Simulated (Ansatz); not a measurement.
Compare A (`ClC[SiH2]Br`) with its isomer B (`Cl[SiH2]CBr`).

Isolated molecules relaxed with PBE0-D4/def2-TZVP in Ansatz; ΔE leaves out vibrations. CCSD(T)/CBS adds triple-zeta CCSD(T) − MP2 to the extrapolated MP2 energy (def2 sets, frozen cores). DFT in def2-TZVPP. B3LYP here is the variant with VWN-RPA as its local correlation; programs differ in this. For Br outer-core shells are correlated without core-valence functions, which leaves a few kJ/mol of doubt a bond. Scalar relativity is left out up to krypton. Each species was taken in one conformer, which may not be the lowest.

Which is lower in electronic energy at CCSD(T)/CBS, and by how much? (Estimate.)

The calculation gave: B, by 3.7 kcal/mol.

Give E(B) − E(A) in kcal/mol with B3LYP-D4, B2PLYP, PBE0-D4, B3LYP, r2SCAN-D4, ωB97M-V, CCSD(T)/def2-TZVPP. (Best estimate.)

The calculation gave: B3LYP-D4 -3.8, B2PLYP -4.1, PBE0-D4 -3.2, B3LYP -3.7, r2SCAN-D4 -3.7, ωB97M-V -3.7, CCSD(T)/def2-TZVPP -4.4. None reverses the order clearly.

Largest T1 diagnostic: 0.008.

In def2-TZVPP, CCSD(T) changes the Hartree–Fock value by −0.8 kcal/mol (the triples alone add −0.1 kcal/mol) and MP2 by −1.0 kcal/mol.
